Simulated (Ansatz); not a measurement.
System: disulfane, H2S2 (charge 0, singlet). 
Geometry from a B3LYP-D3(BJ)/def2-TZVP (Ansatz, an electronic-structure program) optimisation:
SMILES: SS
```xyz
4

S     -0.9222     0.0561     0.4718
S      0.9228     0.0543    -0.4709
H     -1.5351    -0.8736    -0.2871
H      1.5259    -0.8942     0.2724
```

Basis-set convergence of Hartree-Fock and CCSD correlation energies (hartree) with Ansatz. Cores are frozen in the correlated levels unless marked. No spin-orbit coupling. No relativistic terms.

```tsv
basis	functions	E(HF)	E(corr, CCSD)
cc-pV(D+d)Z	56	-796.23172	-0.30746
cc-pV(T+d)Z	106	-796.26498	-0.39436
cc-pV(Q+d)Z	188	-796.27249	-0.42164
```

Extrapolating the two largest sets (X = 3 and 4) as X^-3: E(corr) = (64·(-0.42164) - 27·(-0.39436))/37 = -0.4415 Eh, an estimate of the basis-set limit. The largest set recovers 95.5 % of it, the smallest 69.6 %.
